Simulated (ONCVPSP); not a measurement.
Before and after: ONCV potential for Br

Br (Z = 35), optimised norm-conserving Vanderbilt (ONCV), made with ONCVPSP 4.0.1 (LDA (Perdew-Wang 92), scalar-relativistic). Core [Ne], reference 3s2 3p6 3d10 4s2 4p4 (charge +1). Waves: 3s+4s: rc 0.95 bohr, ncon 4, nbas 8, qcut 13.5 1/bohr, 2 projectors; 3p+4p: rc 1.00 bohr, ncon 4, nbas 7, qcut 10.7 1/bohr, 3 projectors, debl 1.5 Ha; 3d: rc 1.10 bohr, ncon 3, nbas 8, qcut 16 1/bohr, 2 projectors, debl 2.1 Ha. Local part: polynomial inside 0.90 bohr (lpopt 5, dvloc0 0 Ha). Core correction: none.

In the d channel the program set the typed energies aside and used -2.874, 0.250 Ha.

All-electron outer shells of the reference configuration (LDA (PZ), scalar-relativistic, ld1.x):

| shell | level (eV) | outermost node (bohr) | outermost maximum (bohr) |
| --- | --- | --- | --- |
| 2s | -1741.84 | 0.06 | 0.16 |
| 2p | -1539.16 | – | 0.13 |
| 3s | -248.42 | 0.23 | 0.48 |
| 3p | -184.43 | 0.21 | 0.48 |
| 3d | -78.20 | – | 0.43 |
| 4s | -30.59 | 0.67 | 1.39 |
| 4p | -17.64 | 0.70 | 1.62 |

Change: d: qcut 23.8.

Cutoffs: the cutoffs (Ha) at which the residual kinetic energy of the hardest occupied pseudo-wave falls to 1 and 0.1 mHa per electron; they do not see the model core or the augmentation charge, which bear on the density cutoff. Errors are all-electron minus pseudo energies relative to the spin-unpolarised reference configuration.

How do hardness, ghosts and transferability respond?

The potential gets harder (97 Ha and 144 Ha → 140 Ha and 160 Ha); of the 4 tests that both files solve, the error grows in 0 and shrinks in 1 by more than 15 % and 0.3 meV (median size 18.1 → 17.6 meV); neither file shows a bound ghost. The waves are optimised to have the least kinetic energy above qcut, so the cutoff follows it (qcut²/2 in Ha).

| quantity | base | changed |
| --- | --- | --- |
| cutoff, loose | 97 Ha | 140 Ha |
| cutoff, tight | 144 Ha | 160 Ha |
| loose cutoff by channel | s 64 Ha, p 64 Ha, d 97 Ha | s 64 Ha, p 64 Ha, d 140 Ha |
| bound ghosts | none | none |
| GHOST(+) flags under 300 eV | p at 144.8 eV | p at 144.8 eV |
| error for 3s2 3p6 3d10 4s2 4p5, meV [ΔE -12.70 eV] | +6.6 | +6.6 |
| error for 3s2 3p6 3d10 4s2 4p3, meV [ΔE 22.94 eV] | -11 | -10 |
| error for 3s2 3p6 3d10 4s2 4p2, meV [ΔE 57.16 eV] | -26 | -25 |
| error for 3s1 3p6 3d10 4s2 4p5, meV [ΔE 236.69 eV] | -539 | -400 |
| s: phases at 0.97 bohr within 0.05 rad from the reference energy up to (Ha; the scan ends near 5) | to the end of the scan | to the end of the scan |
| p: phases at 1.01 bohr within 0.05 rad from the reference energy up to (Ha; the scan ends near 5) | 5.0 | 5.0 |
| d: phases at 1.11 bohr within 0.05 rad from the reference energy up to (Ha; the scan ends near 5) | to the end of the scan | to the end of the scan |
